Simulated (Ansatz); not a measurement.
Isolated molecules relaxed with PBE0-D4/def2-TZVP in Ansatz; ΔE leaves out vibrations. CCSD(T)/CBS is the MP2 limit (def2-TZVPP, def2-QZVPP) plus CCSD(T) − MP2 in def2-TZVPP, frozen cores. For Ge outer-core shells are correlated without core-valence functions, which leaves a few kJ/mol of doubt a bond. Scalar relativity is left out up to krypton.

`[GeH3][SiH]1CS1` + CH₃NH₂ → `C[NH][GeH3]` + `C1[SiH2]S1`  (cleavage of the Ge–Si bond)

```
          species  CCSD(T)/def2-TZVPP energy (Eh)
`[GeH3][SiH]1CS1`                     -2804.03136
           CH₃NH₂                       -95.69970
    `C[NH][GeH3]`                     -2172.50539
     `C1[SiH2]S1`                      -727.21683
```

Question: Work out ΔE.

Answer: ΔE = (-2172.50539) + (-727.21683) − (-2804.03136) − (-95.69970) = 0.00884 Eh = +0.24 eV. CCSD(T)/CBS gives +0.27 eV.

Largest T1 diagnostic among the species: 0.013.

In def2-TZVPP, CCSD(T) changes the Hartree–Fock value by +0.13 eV (the triples alone add +0.01 eV) and MP2 by +0.10 eV.
